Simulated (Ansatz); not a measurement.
CH5BOSi (`O[SiH]1BC1`). Charge 0, multiplicity 1. Geometry: relaxed with PBE0-D4/def2-TZVP. It is one conformer, not always the lowest.

```xyz
9

O     1.790    0.795   -0.275
Si    0.533    0.258    0.637
B    -0.425   -1.341    0.360
C    -0.889   -0.411   -0.694
H     1.947    1.741   -0.277
H     0.236    1.305    1.655
H    -1.032   -2.132    1.004
H    -0.234    0.123   -1.393
H    -1.927   -0.338   -1.017
```

(1) What is the dipole moment at r2SCAN/def2-TZVPP? (An estimate is asked.)

(2) And with PBE, B3LYP, ωB97M-V? (Estimate.)

(3) Give the Mulliken charges with r2SCAN, PBE, ωB97M-V in def2-TZVPP. (Estimate.)

## Answers

(1) Ansatz gave: 2.47 D, with components (0.29, 2.45, -0.08) D in this frame, pointing from negative to positive charge.

(2) Ansatz gave: PBE 2.47 D, B3LYP 2.45 D, ωB97M-V 2.50 D.

(3) Ansatz gave: 
```
atom  r2SCAN    PBE  ωB97M-V
  O1   -0.40  -0.34    -0.37
 Si2    0.39   0.27     0.30
  B3   -0.05  -0.04    -0.08
  C4   -0.27  -0.24    -0.33
  H5    0.21   0.19     0.18
  H6   -0.09  -0.08    -0.04
  H7    0.01   0.02     0.09
  H8    0.13   0.13     0.14
  H9    0.08   0.09     0.11
```

B3LYP here is the variant with VWN-RPA as its local correlation; programs differ in this.
